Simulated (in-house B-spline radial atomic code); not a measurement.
Successive ionisation energies of tellurium; each step leads to the configuration of the next row (after the last: [Ne] 3s1). Dirac energy differences include first-order Breit, QED and recoil terms. NIST's values go from ground level to ground level; the uncertainty of those that are theory runs from under 0.1 % in few-electron ions to several per cent in heavy many-electron ones. Computed with an all-electron radial atomic-structure program (B-spline basis): Dirac-Hartree-Fock, jj configuration that fills j = l - 1/2 first, finite nuclei.

A number in brackets counts the electrons of a j subshell.

| ion | configuration | ionisation energy (eV) | tabulated value (eV) | tabulated kind | computed minus tabulated (eV) | highest orbital | largest mean radius (bohr) |
| --- | --- | --- | --- | --- | --- | --- | --- |
| Te32+ | [Ar] 3d3/2(2) | 1976.4 | 1979 | tabulated theory | -2.6 | 3d3/2 | 0.29803 |
| Te33+ | [Ar] 3d3/2(1) | 2065.6 | 2066 | tabulated theory | -0.4 | 3d3/2 | 0.29587 |
| Te34+ | [Ne] 3s2 3p6 | 2308.9 | 2309 | tabulated theory | -0.1 | 3p3/2 | 0.29372 |
| Te35+ | [Ne] 3s2 3p1/2(2) 3p3/2(3) | 2389.1 | 2386 | tabulated theory | 3.1 | 3p3/2 | 0.29208 |
| Te36+ | [Ne] 3s2 3p1/2(2) 3p3/2(2) | ? | ? | tabulated theory | ? | ? | ? |
| Te37+ | [Ne] 3s2 3p1/2(2) 3p3/2(1) | 2552.2 | 2552 | tabulated theory | 0.2 | 3p3/2 | 0.28885 |
| Te38+ | [Ne] 3s2 3p1/2(2) | ? | ? | tabulated theory | ? | ? | ? |
| Te39+ | [Ne] 3s2 3p1/2(1) | 2788.0 | 2788 | tabulated theory | 0.0 | 3p1/2 | 0.28565 |
| Te40+ | [Ne] 3s2 | 2953.8 | 2954 | tabulated theory | -0.2 | 3s1/2 | 0.28406 |

Problem. Fill in the row of Te36+.

Solution. ionisation energy (eV): 2470.2; tabulated value (eV): 2472; computed minus tabulated (eV): -1.8; highest orbital: 3p3/2; largest mean radius (bohr): 0.29046.

Problem. Fill in the row of Te38+.

Solution. ionisation energy (eV): 2698.8; tabulated value (eV): 2700; computed minus tabulated (eV): -1.2; highest orbital: 3p1/2; largest mean radius (bohr): 0.28726.
